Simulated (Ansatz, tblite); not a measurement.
Removing and adding an electron: Si(OMe)2Cl2 (C₂H₆Cl₂O₂Si). Total charge 0; singlet. Geometry: r2SCAN-D4/def2-SVP. Ansatz, gas phase; energy differences of separate SCF runs; the oxidised species was run as a doublet alone; the reduced species was run as a doublet alone.

```
atom   x (Å)   y (Å)   z (Å)
 Si1  -0.056   0.217  -0.104
  O2   1.433  -0.326   0.270
  C3   2.648   0.373   0.064
  H4   2.800   0.600  -1.005
  H5   3.470  -0.269   0.410
  H6   2.667   1.316   0.636
  O7  -1.106  -0.950   0.324
  C8  -2.515  -0.893   0.181
  H9  -2.940  -0.057   0.763
 H10  -2.931  -1.837   0.560
 H11  -2.803  -0.775  -0.877
Cl12  -0.199   0.628  -2.120
Cl13  -0.467   1.974   0.896
```

The xTB rows come from tblite. Correlated methods freeze 19 core orbitals. The rows differ in basis, and correlated rows in double-zeta sets carry the largest basis error. In CCSD on the charge 1 doublet the largest single amplitude is 0.22, so its Hartree–Fock determinant may place the open shell otherwise than the density functionals do.

```
                level  −HOMO (eV)  vertical IE (eV)  −LUMO (eV)  vertical EA (eV)  HOMO–LUMO gap (eV)  IE − EA (eV)                       remarks
             GFN1-xTB       12.28             14.75        4.08              1.72                8.20         13.04                             –
             GFN2-xTB       11.84             14.43        4.89              2.08                6.95         12.35                             –
          HF/def2-SVP           –             10.34           –                 –                   –             –                             –
    PBE-D4/def2-TZVPD        7.19                 –        0.90             -0.53                6.29             –  HOMO above zero (-1 doublet)
    PBE0-D4/def2-TZVP        8.74             10.57       -0.55                 –                9.28             –                             –
   PBE0-D4/def2-TZVPD        8.78                 –        0.14             -0.72                8.64             –  HOMO above zero (-1 doublet)
 r2SCAN0-D4/def2-TZVP        8.99             10.72       -0.81                 –                9.80             –                             –
r2SCAN0-D4/def2-TZVPD        9.02                 –       -0.23             -0.85                9.25             –  HOMO above zero (-1 doublet)
         MP2/def2-SVP           –             11.48           –                 –                   –             –                             –
        CCSD/def2-SVP           –             11.05           –                 –                   –             –                             –
     CCSD(T)/def2-SVP           –             10.98           –                 –                   –             –                             –
```

Run but left out: PBE-D4/def2-TZVP (charge +1 doublet: an occupied level 0.10 eV above an empty one).   A HOMO above zero means that the electron is unbound at that level or that self-interaction error raises the level; the energy of removing that electron tells which. Raw xTB energy differences between charge states are shifted by several eV; the methods need an empirical correction for them. A negative affinity means that the extra electron isn't bound; its size then hangs on the basis.
